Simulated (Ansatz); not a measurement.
`N[SiH2]BF` + H₂ → `B[SiH2]N` + H–F  (hydrogenolysis of a B–F bond)

Isolated molecules relaxed with PBE0-D4/def2-TZVP in Ansatz; ΔE leaves out vibrations. CBS: MP2 limit from def2 TZ/QZ plus the TZ coupled-cluster correction, frozen cores. This one scheme is used for every species. Functionals use def2-TZVPP. Each species was taken in one conformer, which may not be the lowest.

| level | ΔE (kcal/mol) |
| --- | --- |
| revPBE-D4 | 29.2 |
| BLYP-D4 | 30.9 |
| BHLYP-D4 | 28.6 |
| B2PLYP | 29.2 |
| PBE-QIDH | 27.6 |
| PBE0 | 27.8 |
| r2SCAN0 | 28.8 |
| HF/CBS(def2) | 26.7 |

**Question.** What does CCSD(T)/CBS give? (Best estimate.)

**Answer.** The calculation gave: +27.3 kcal/mol. The listed levels differ from it by 1.9, 3.6, 1.3, 1.9, 0.3, 0.5, 1.5, -0.6 kcal/mol.

Largest T1 diagnostic among the species: 0.013.

From BLYP to BHLYP (50 % exact exchange), in def2-TZVPP and without D4, ΔE moves by −2.2 kcal/mol. At CCSD(T), def2-SVP lies +4.7 kcal/mol from the extrapolated value and def2-TZVPP +0.6 kcal/mol. Leaving LDA and LC-ωPBE aside and taking each functional with its dispersion term where it has one, the values spread over 3.3 kcal/mol, from PBE-QIDH to BLYP-D4. LDA lies +1.3 kcal/mol from PBE without D4.
